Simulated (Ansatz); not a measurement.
Computed with Ansatz on PBE0-D4/def2-TZVP structures; ΔE is electronic, products minus reactants. CBS: MP2 limit from def2 TZ/QZ plus the TZ coupled-cluster correction, frozen cores. Functionals use def2-TZVPP. HSE06 is defined as in plane-wave codes. For Ga outer-core shells are correlated without core-valence functions, which leaves a few kJ/mol of doubt a bond. Scalar relativity is left out up to krypton. One conformer a species, not always the lowest.

Consider the redistribution: `[SH][Ga]([Cl])[Cl]` + `O=C=N[SiH2]O` → `O=C=[N][Ga]([Cl])[Cl]` + `O[SiH2]S`.

| level | ΔE (eV) |
| --- | --- |
| revPBE-D4 | 0.53 |
| HSE06 | 0.58 |

**Question.** What does CCSD(T)/CBS give? (Estimate.)

**Answer.** Computed: +0.57 eV. The listed levels differ from it by -0.04, 0.01 eV.

**Question.** What do rigid-rotor, harmonic-oscillator terms from PBE0-D4/def2-TZVP frequencies (298.15 K, 1 bar) make of the CCSD(T)/CBS value? (An estimate is asked.)

**Answer.** Computed: ΔZPE = -0.01 eV, ΔH = +0.55 eV, ΔS = -8 J/(mol·K), ΔG = +0.58 eV. Modes under 50 cm⁻¹ make the entropy rough.

Largest T1 diagnostic among the species: 0.015.

In def2-TZVPP, CCSD(T) changes the Hartree–Fock value by −0.07 eV (the triples alone add −0.01 eV) and MP2 by −0.05 eV. Leaving LDA and LC-ωPBE aside and taking each functional with its dispersion term where it has one, the values, not all of them listed here, spread over 0.10 eV, from revPBE-D4 to BHLYP-D4. LDA lies +0.04 eV from PBE without D4.
